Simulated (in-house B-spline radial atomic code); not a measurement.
**RPA and G0W0 on CAM-B3LYP: Xe IX (Xe8+)**

Configuration [Kr] 4d10, mean-field start CAM-B3LYP. Computed with a B-spline radial code for spherical atoms: all electrons, scalar-relativistic (spin-free one-electron X2C), finite nucleus, each spin shell either full or empty, empty states to l = 9 with an (l + 1/2)⁻⁴ tail; G0W0 by contour deformation at full frequency.

Command:
```bash
python run_gw.py task.json out
```
Settings (radii: box in bohr, nucleus in fm):
```
Z                        54
electrons                46
configuration            [Kr] 4d10
hamiltonian              x2c
method                   camb3lyp
lmax                     9
rms_radius               4.7859
spin_polarised           False
box_radius               7.7
intervals                66
```

Cost of the run: 4.6 s on 1 thread of Arm Neoverse N1, on a shared host.

Energies (hartree):

```csv
term,value
mean-field total,-7431.26833
Hartree-Fock functional on these orbitals,-7428.26765
direct second order,-4.0405
second-order exchange,1.1207
SOSEX correction,1.0627
```

What is the RPA correlation energy, and what remains with SOSEX?

RPA gives -3.6561 hartree (-2.16 eV per electron); RPA + SOSEX gives -2.5934, and the second-order doubles -2.9197 hartree (no singles). SOSEX takes back 29 % of the RPA value.

Quasi-particle levels (eV):

```tsv
level	occupied	mean field	Σx - vxc	Σc	QP weight	G0W0
4d	yes	-172.63	-8.13	?	?	?
5s	no	-110.68	6.62	-2.22	0.987	-106.28
```

G0W0 = mean field + (Σx - vxc) + Σc, with Σc (partial-wave tail included) taken at the quasi-particle energy. Only the outer levels were computed. Levels of low weight are left out.

Where does G0W0 put 4d?

At -180.82 eV, with Σc = -0.06 eV and a quasi-particle weight of 0.972. The tabulated removal energy is 179.84 ± 0.12 eV (NIST, measured); the calculation leaves out spin-orbit coupling, Breit and QED terms, and what these don't explain is the method's own error.
